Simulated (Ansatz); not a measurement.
C2H7FOSi can be A, `CC[SiH](O)F`, or B, `COC[SiH2]F`.

Computed with Ansatz on PBE0-D4/def2-TZVP structures; ΔE is electronic, products minus reactants. CBS: MP2 limit from def2 TZ/QZ plus the TZ coupled-cluster correction, frozen cores. DFT in def2-TZVPP. B3LYP here is the variant with VWN-RPA as its local correlation; programs differ in this. Each species was taken in one conformer, which may not be the lowest.

Problem. Which is lower in electronic energy at CCSD(T)/CBS, and by how much? (Best estimate.)

Solution. Ansatz gave: A, by 270.9 kJ/mol.

Problem. Give E(B) − E(A) in kJ/mol with CCSD/def2-TZVPP, MP2/def2-TZVPP, PBE-D4, r2SCAN-D4, B2PLYP, B3LYP, ωB97M-V. (Best estimate.)

Solution. Ansatz gave: CCSD/def2-TZVPP 267.5, MP2/def2-TZVPP 279.1, PBE-D4 250.8, r2SCAN-D4 265.4, B2PLYP 264.4, B3LYP 255.6, ωB97M-V 265.7. None reverses the order clearly.

Largest T1 diagnostic: 0.011.

In def2-TZVPP, CCSD(T) changes the Hartree–Fock value by +3.6 kJ/mol (the triples alone add −1.2 kJ/mol) and MP2 by +16.4 kJ/mol. From PBE to PBE0 (25 % exact exchange), in def2-TZVPP and without D4, E(B) − E(A) moves by +9.4 kJ/mol.
